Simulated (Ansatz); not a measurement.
Two members of one family (Alkyl selenol), computed with Ansatz in the gas phase. Binding counts from free atoms in the multiplicity of their measured ground term, without zero-point energy. The structures are stationary points that may keep the symmetry of their start.

First: CCCCCCCCCC[SeH] (singlet, charge 0, PBE-D4/def2-SVP geometry).

Cartesian coordinates in Å:
```
C -5.1258 -1.3099 0.1954
C -3.7496 -0.7167 0.5004
C -3.4431 0.5470 -0.3131
C -2.0968 1.2121 0.0033
C -0.8624 0.3726 -0.3464
C 0.4618 1.1001 -0.0999
C 1.7004 0.2641 -0.4324
C 3.0180 1.0008 -0.1819
C 4.2790 0.2175 -0.5746
C 4.4464 -1.1450 0.0986
Se 4.4439 -0.9578 2.0810
H -5.2151 -1.5906 -0.8749
H -5.9372 -0.5819 0.4109
H -5.3254 -2.2201 0.7965
H -2.9681 -1.4850 0.3117
H -3.6771 -0.4753 1.5847
H -3.4839 0.3001 -1.3993
H -4.2586 1.2849 -0.1456
H -2.0631 1.4772 1.0851
H -2.0360 2.1795 -0.5417
H -0.9204 0.0646 -1.4154
H -0.8677 -0.5741 0.2377
H 0.4804 2.0424 -0.6930
H 0.5132 1.4184 0.9667
H 1.6737 -0.6694 0.1743
H 1.6526 -0.0603 -1.4977
H 3.0748 1.2828 0.8952
H 3.0143 1.9637 -0.7380
H 4.2745 0.0431 -1.6740
H 5.1761 0.8406 -0.3657
H 3.6259 -1.8362 -0.1790
H 5.4079 -1.6074 -0.1938
H 4.7875 -2.3819 2.3251
```

```csv
level,HOMO (eV),LUMO (eV),gap (eV),binding per atom (eV)
PBE-D4/def2-SVP,-5.04,-0.54,4.50,4.19
PBE-D4/def2-TZVP,-5.24,-0.79,4.46,4.15
r2SCAN-D4/def2-TZVP,-5.50,-0.52,4.99,4.08
PBE0-D4/def2-SVP,-6.27,0.37,6.63,4.15
PBE0-D4/def2-TZVP,-6.41,0.11,6.52,4.11
```

Second: CCCCCCCCCCCC[SeH] (singlet, charge 0, PBE-D4/def2-SVP geometry).

```tsv
atom	x (Å)	y (Å)	z (Å)
C1	1.941	4.042	5.155
C2	2.165	2.658	4.546
C3	1.188	2.318	3.416
C4	1.404	0.931	2.804
C5	0.424	0.587	1.679
C6	0.647	-0.807	1.083
C7	-0.356	-1.221	-0.002
C8	-0.291	-0.387	-1.288
C9	-1.263	-0.833	-2.391
C10	-0.949	-2.205	-3.001
C11	-1.942	-2.676	-4.076
C12	-1.929	-1.823	-5.344
Se13	-3.204	-2.411	-6.736
H14	2.050	4.842	4.392
H15	0.919	4.135	5.581
H16	2.662	4.258	5.969
H17	3.206	2.582	4.161
H18	2.086	1.882	5.340
H19	1.267	3.091	2.618
H20	0.144	2.393	3.799
H21	2.447	0.858	2.419
H22	1.330	0.161	3.605
H23	-0.619	0.658	2.063
H24	0.503	1.360	0.883
H25	1.680	-0.866	0.667
H26	0.615	-1.554	1.906
H27	-1.390	-1.166	0.412
H28	-0.188	-2.292	-0.246
H29	0.750	-0.413	-1.686
H30	-0.494	0.678	-1.047
H31	-1.263	-0.063	-3.193
H32	-2.301	-0.844	-1.985
H33	-0.927	-2.973	-2.197
H34	0.080	-2.189	-3.428
H35	-1.708	-3.727	-4.351
H36	-2.972	-2.693	-3.660
H37	-0.917	-1.778	-5.796
H38	-2.241	-0.778	-5.141
H39	-2.557	-3.735	-6.934
```

Task: Estimate how these quantities change from the first to the second (second minus first).

Result: 
```tsv
level	Δ HOMO (eV)	Δ LUMO (eV)	Δ gap (eV)	Δ binding per atom (eV)
PBE-D4/def2-SVP	-0.03	0.01	0.05	0.03
PBE-D4/def2-TZVP	-0.02	-0.04	-0.02	0.03
r2SCAN-D4/def2-TZVP	-0.02	-0.03	0.00	0.03
PBE0-D4/def2-SVP	-0.03	0.02	0.05	0.03
PBE0-D4/def2-TZVP	-0.02	-0.05	-0.03	0.03
```
